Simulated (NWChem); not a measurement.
Everything below was run with NWChem. System: H5InO, charge 0, spin multiplicity 1, at a geometry optimised with PBE0/def2-SVP with def2 effective core potentials on In. The structure started from a generated list of species. Level: G0W0@PBE0/def2-TZVPP with def2 effective core potentials on In, RI basis def2-tzvpp-rifit, no spin-orbit coupling.

The NWChem input:

```
start mol
memory heap 200 mb stack 700 mb global 1700 mb
geometry units angstroms nocenter noautoz noautosym
  In    -0.352165     0.171224    -0.049736
  H     -0.291944     0.817233     1.569986
  H      0.279331     1.150139    -1.348548
  H     -1.368805    -1.186314    -0.404008
  O      1.762529    -0.969823     0.236584
  H      2.122057    -0.785757     1.113276
  H      2.415212    -0.626708    -0.386321
end
basis spherical
  * library def2-tzvpp
end
ecp
  In library def2-ecp
end
basis "ri basis" bse spherical
  * library def2-tzvpp-rifit
end
dft
  xc pbe0
  iterations 100
  direct
  tolerances tight
end
task dft energy
gw
  method cdgw
  states alpha occ 4 vir 2
end
task dft gw
```

NWChem printed:

```
             Northwest Computational Chemistry Package (NWChem) 7.3.0
             --------------------------------------------------------

                                NWChem Input Module
                                -------------------

 Scaling coordinates for geometry "geometry" by  1.889725989
 (inverse scale =  0.529177249)

                             Geometry "geometry" -> ""
                             -------------------------

 Output coordinates in angstroms (scale by  1.889725989 to convert to a.u.)

  No.       Tag          Charge          X              Y              Z
 ---- ---------------- ---------- -------------- -------------- --------------
    1 In                  49.0000    -0.35216500     0.17122400    -0.04973600
    2 H                    1.0000    -0.29194400     0.81723300     1.56998600
    3 H                    1.0000     0.27933100     1.15013900    -1.34854800
    4 H                    1.0000    -1.36880500    -1.18631400    -0.40400800
    5 O                    8.0000     1.76252900    -0.96982300     0.23658400
    6 H                    1.0000     2.12205700    -0.78575700     1.11327600
    7 H                    1.0000     2.41521200    -0.62670800    -0.38632100

 Effective nuclear repulsion energy (a.u.)     162.9892791697

            Nuclear Dipole moment (a.u.)
            ----------------------------
        X                 Y               Z
 ---------------- ---------------- ----------------
    -0.0000037795    -0.0000283459    -0.0000132281


 Summary of "ao basis" -> "" (spherical)
 ------------------------------------------------------------------------------
       Tag                 Description            Shells   Functions and Types
 ---------------- ------------------------------  ------  ---------------------
 *                         def2-tzvpp                 on all atoms

 Summary of "ri basis" -> "" (spherical)
 ------------------------------------------------------------------------------
       Tag                 Description            Shells   Functions and Types
 ---------------- ------------------------------  ------  ---------------------
 *                      def2-tzvpp-rifit              on all atoms

                                 NWChem DFT Module
                                 -----------------

 Summary of "ao basis" -> "ao basis" (spherical)
 ------------------------------------------------------------------------------
       Tag                 Description            Shells   Functions and Types
 ---------------- ------------------------------  ------  ---------------------
 In                        def2-tzvpp               16       50   6s5p3d2f
 H                         def2-tzvpp                6       14   3s2p1d
 O                         def2-tzvpp               11       31   5s3p2d1f

 Summary of "ao basis" -> "ao basis" (spherical)
 ------------------------------------------------------------------------------
       Tag                 Description            Shells   Functions and Types
 ---------------- ------------------------------  ------  ---------------------
 In                        def2-tzvpp               16       50   6s5p3d2f
 H                         def2-tzvpp                6       14   3s2p1d
 O                         def2-tzvpp               11       31   5s3p2d1f

            General Information
            -------------------
          SCF calculation type: DFT
          Wavefunction type:  closed shell.
          No. of atoms     :     7
          No. of electrons :    34
           Alpha electrons :    17
            Beta electrons :    17
          Charge           :     0
          Spin multiplicity:     1
          Use of symmetry is: off; symmetry adaption is: off
          Maximum number of iterations: 100
          This is a Direct SCF calculation.
          AO basis - number of functions:   151
                     number of shells:    57
          Convergence on energy requested:  1.00D-06
          Convergence on density requested:  1.00D-05
          Convergence on gradient requested:  5.00D-04

              XC Information
              --------------
                         PBE0 Method XC Functional
                     Hartree-Fock (Exact) Exchange  0.250
          PerdewBurkeErnzerhof Exchange Functional  0.750
            Perdew 1991 LDA Correlation Functional  1.000 local
           PerdewBurkeErnz. Correlation Functional  1.000 non-local

             Grid Information
             ----------------
          Grid used for XC integration:  medium
          Radial quadrature: Mura-Knowles
          Angular quadrature: Lebedev.
          Tag              B.-S. Rad. Rad. Pts. Rad. Cut. Ang. Pts.
          ---              ---------- --------- --------- ---------
          In                  1.55      123          10.0       590
          H                   0.35       45          11.0       434
          O                   0.60       49          10.0       434
          Grid pruning is: on
          Number of quadrature shells:   397
          Spatial weights used:  Erf1

          Convergence Information
          -----------------------
          Convergence aids based upon iterative change in
          total energy or number of iterations.
          Levelshifting, if invoked, occurs when the
          HOMO/LUMO gap drops below (HL_TOL):  1.00D-02
          DIIS, if invoked, will attempt to extrapolate
          using up to (NFOCK): 10 stored Fock matrices.

                    Damping( 0%)  Levelshifting(0.5)       DIIS
                  --------------- ------------------- ---------------
[...]
          Density screening/tol_rho:  1.00D-10
          AO Gaussian exp screening on grid/accAOfunc:  14
          CD Gaussian exp screening on grid/accCDfunc:  20
          XC Gaussian exp screening on grid/accXCfunc:  20
          Schwarz screening/accCoul:  1.00D-08

      Superposition of Atomic Density Guess
      -------------------------------------

 Sum of atomic energies:        -295.34277308

      Non-variational initial energy
      ------------------------------

 Total energy =    -266.796848
 1-e energy   =    -595.717662
 2-e energy   =     250.676670
 HOMO         =      -0.326308
 LUMO         =      -0.007718

 Grid integrated density:      33.999948502469
 Requested integration accuracy:   0.10E-05

   convergence    iter        energy       DeltaE   RMS-Dens  Diis-err    time
 ---------------- ----- ----------------- --------- --------- ---------  ------
 d= 0,ls=0.0,diis     1   -268.2470938061 -3.46D+02  5.79D-03  3.71D-01     6.4
 Grid integrated density:      33.999948843993
 Requested integration accuracy:   0.10E-05
 d= 0,ls=0.0,diis     2   -268.2591517930 -1.21D-02  1.53D-03  3.04D-01    11.3
 Grid integrated density:      33.999948163920
 Requested integration accuracy:   0.10E-05
 d= 0,ls=0.0,diis     3   -268.2822068883 -2.31D-02  4.72D-04  3.65D-02    16.1
 Grid integrated density:      33.999948410108
 Requested integration accuracy:   0.10E-05
 d= 0,ls=0.0,diis     4   -268.2851804085 -2.97D-03  9.09D-05  3.08D-04    20.9
 Grid integrated density:      33.999948360700
 Requested integration accuracy:   0.10E-05
 d= 0,ls=0.0,diis     5   -268.2852070139 -2.66D-05  2.54D-05  1.50D-05    25.9
 Grid integrated density:      33.999948369323
 Requested integration accuracy:   0.10E-05
 d= 0,ls=0.0,diis     6   -268.2852081127 -1.10D-06  7.83D-06  1.12D-06    30.7
 Grid integrated density:      33.999948367135
 Requested integration accuracy:   0.10E-05
 d= 0,ls=0.0,diis     7   -268.2852082035 -9.08D-08  1.51D-06  2.28D-08    35.5

         Total DFT energy =     -268.285208203452
      One electron energy =     -597.513958107926
           Coulomb energy =      278.023666554575
    Exchange-Corr. energy =      -27.039060075977
 Nuclear repulsion energy =       78.244143425875

 Numeric. integr. density =       33.999948367135

     Total iterative time =     34.0s

                       DFT Final Molecular Orbital Analysis
                       ------------------------------------

 Vector   15  Occ=2.000000D+00  E=-3.768303D-01
              MO Center=  4.7D-01, -3.4D-01,  5.5D-02, r^2= 3.6D+00
   Bfn.  Coefficient  Atom+Function         Bfn.  Coefficient  Atom+Function
  ----- ------------  ---------------      ----- ------------  ---------------
     2      0.413153  1 In s                  5      0.411269  1 In s
     1     -0.304439  1 In s                 99     -0.273319  5 O  py
     3     -0.251582  1 In s                102     -0.233746  5 O  py
    98      0.191106  5 O  px               105     -0.175464  5 O  py
   101      0.155371  5 O  px                 4     -0.154212  1 In s

 Vector   16  Occ=2.000000D+00  E=-2.782279D-01
              MO Center= -1.0D-01,  7.4D-01,  9.1D-02, r^2= 3.2D+00
   Bfn.  Coefficient  Atom+Function         Bfn.  Coefficient  Atom+Function
  ----- ------------  ---------------      ----- ------------  ---------------
    52     -0.240844  2 H  s                 66      0.234940  3 H  s
    12      0.232572  1 In pz                15     -0.231303  1 In pz
    53     -0.204861  2 H  s                 67      0.199546  3 H  s
    18     -0.165884  1 In pz                51     -0.134710  2 H  s
    23      0.132259  1 In d -1              65      0.131437  3 H  s

 Vector   17  Occ=2.000000D+00  E=-2.769719D-01
              MO Center= -7.1D-01, -2.5D-01, -1.9D-01, r^2= 3.2D+00
   Bfn.  Coefficient  Atom+Function         Bfn.  Coefficient  Atom+Function
  ----- ------------  ---------------      ----- ------------  ---------------
    80      0.275418  4 H  s                 81      0.227334  4 H  s
    14     -0.203845  1 In py                11      0.202244  1 In py
    79      0.152223  4 H  s                 66     -0.146161  3 H  s
    52     -0.136228  2 H  s                 17     -0.129874  1 In py
    67     -0.129395  3 H  s                 10      0.121427  1 In px

 Vector   18  Occ=0.000000D+00  E=-3.488111D-02
              MO Center=  6.1D-01, -6.3D-02,  1.1D-01, r^2= 7.7D+00
   Bfn.  Coefficient  Atom+Function         Bfn.  Coefficient  Atom+Function
  ----- ------------  ---------------      ----- ------------  ---------------
    97      0.662133  5 O  s                 19     -0.458927  1 In px
   126     -0.377555  6 H  s                140     -0.378041  7 H  s
    20      0.219252  1 In py                13     -0.190433  1 In px
    10      0.161565  1 In px                96      0.149329  5 O  s
    95      0.133823  5 O  s                 16     -0.131918  1 In px

 Vector   19  Occ=0.000000D+00  E= 3.115024D-02
              MO Center=  5.8D-01,  1.6D-01,  1.3D-01, r^2= 8.3D+00
   Bfn.  Coefficient  Atom+Function         Bfn.  Coefficient  Atom+Function
  ----- ------------  ---------------      ----- ------------  ---------------
    97      0.944770  5 O  s                126     -0.796005  6 H  s
   140     -0.798504  7 H  s                  6     -0.566628  1 In s
    20     -0.467903  1 In py                16      0.428743  1 In px
    53      0.424744  2 H  s                 67      0.426754  3 H  s
   104      0.359130  5 O  px                81      0.193728  4 H  s

 Vector   20  Occ=0.000000D+00  E= 4.927469D-02
              MO Center=  8.4D-02, -3.5D-01, -4.2D-02, r^2= 1.3D+01
   Bfn.  Coefficient  Atom+Function         Bfn.  Coefficient  Atom+Function
  ----- ------------  ---------------      ----- ------------  ---------------
    21      1.290931  1 In pz                53     -0.587298  2 H  s
    67      0.589470  3 H  s                126      0.451495  6 H  s
   140     -0.453338  7 H  s                106     -0.260493  5 O  pz
    19     -0.236848  1 In px                20     -0.121045  1 In py
   100     -0.112955  5 O  pz                18     -0.104526  1 In pz

 center of mass
 --------------
 x =  -0.12640742 y =   0.04901289 z =  -0.01921288

 moments of inertia (a.u.)
 ------------------
         106.455186057311         126.842787721989         -34.804014307499
         126.842787721989         295.851860855165          17.988401566173
         -34.804014307499          17.988401566173         351.980760849815

     Multipole analysis of the density
     ---------------------------------

     L   x y z        total         alpha         beta         nuclear
     -   - - -        -----         -----         ----         -------
     0   0 0 0      0.000000    -17.000000    -17.000000     34.000000

     1   1 0 0      1.369230     -8.632318     -8.632318     18.633866
     1   0 1 0     -0.157475      4.451207      4.451207     -9.059889
     1   0 0 1      0.247634     -1.192000     -1.192000      2.631634

     2   2 0 0    -17.339738    -79.787170    -79.787170    142.234602
     2   1 1 0     -2.531451     28.044764     28.044764    -58.620979
     2   1 0 1      1.347855     -7.987808     -7.987808     17.323472
     2   0 2 0    -27.190470    -36.000684    -36.000684     44.810898
     2   0 1 1     -0.636595      4.030794      4.030794     -8.698183
     2   0 0 2    -25.562808    -24.092769    -24.092769     22.622730

 Task  times  cpu:       35.5s     wall:       35.5s

                                NWChem Input Module
                                -------------------

                                 NWChem GW Module
                                 ----------------

                             ***********************
                             ***        GW       ***
                             ***********************

 Summary of "ri basis" -> "ri basis" (spherical)
 ------------------------------------------------------------------------------
       Tag                 Description            Shells   Functions and Types
 ---------------- ------------------------------  ------  ---------------------
 In                     def2-tzvpp-rifit            38      184   9s8p8d6f4g3h
 H                      def2-tzvpp-rifit            10       30   4s3p2d1f
 O                      def2-tzvpp-rifit            22       76   8s6p4d3f1g

                 Memory Information
                 ------------------
          Available GA per process is          1699.8 MBs
          Available stack per process is        700.0 MBs
          Available heap per process is           0.1 MBs

          Peak memory in Initialization
              Peak GA per process is                 10.5 MBs
              Peak stack per process is               0.3 MBs
              Peak heap per process is               10.9 MBs
              Memory not in MA per process            0.0 MBs

          Peak memory in CDGW Calculation
              Peak GA per process is                 13.2 MBs
              Peak stack per process is               2.6 MBs
              Peak heap per process is                2.9 MBs
              Memory not in MA per process            0.0 MBs

          Computing 2-center integrals
          Computing Inverse Cholesky factor
          Computing 3-center integrals
          Computing Vxc

 Grid integrated density:      33.999948367086
 Requested integration accuracy:   0.10E-05
          Computing Sigma_x
          Computing W(iw) on the imaginary grid
          Solving quasiparticle equations

                  Alpha Orbitals
          State     Energy (eV)     Error (eV)
          -----------------------------------
@GW        14        -14.072           0.002
@GW        15        -12.498           0.002
@GW        16         -9.810           0.005
@GW        17         -9.784           0.002
@GW        18          0.773           0.004
@GW        19          2.611           0.004

     GW Timing Statistics
   ------------------------
   Init.   :          0.2s
     ERIs  :          2.4s
     Distr.:          0.0s
     Vxc   :          4.4s
   Vmo     :          0.0s
   iW      :          3.6s
   I_n     :          0.0s
   R_n     :          0.1s
   GW total:         10.8s

 Task  times  cpu:       10.8s     wall:       10.8s

 Total times  cpu:       46.3s     wall:       46.3s
```
